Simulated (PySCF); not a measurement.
Dipole moment (D) of eight silicon and germanium compounds: PBE beside M06-2X, computed with PySCF for isolated molecules in the bases named; differences from unrounded values. The eight are the first of their class met in an unordered collection, after screening for sound electronic states; none was chosen by its value, except that the dipole had to exceed 0.05 D. Each molecule has one DFT geometry for both levels.

```tsv
molecule	basis	M06-2X	PBE	difference
C2H5FO2Si, SMILES O=CC[Si@H](O)F	def2-TZVP	3.53	3.22	-0.32
C3H7FOSi, SMILES C=CC[Si@H](O)F	def2-TZVP	1.38	1.27	-0.11
CH7ClOSi2, SMILES C[SiH2][Si@@H](O)Cl	def2-TZVP	1.95	1.93	-0.02
1-hydroxysiletane (C3H8OSi), SMILES O[SiH]1CCC1	def2-TZVP	1.10	0.89	-0.22
Ge(F)(SH)3 (FGeH3S3), SMILES [F][Ge]([SH])([SH])[SH]	def2-TZVP	0.13	0.04	-0.09
BFH₄O₃Si, SMILES [SiH2](F)OB(O)O	def2-TZVP	2.55	2.23	-0.32
Si(H)(F)(Br)(NH2) (BrFH3NSi), SMILES N[SiH](F)Br	def2-TZVP	2.57	2.50	-0.07
C4H9FSi, SMILES CC[SiH2]/C=C\F	def2-TZVP	1.94	1.85	-0.09
```

PBE lies below M06-2X in 8 and above it in 0 of the eight; the mean signed difference is -0.15 and the largest -0.32 D.
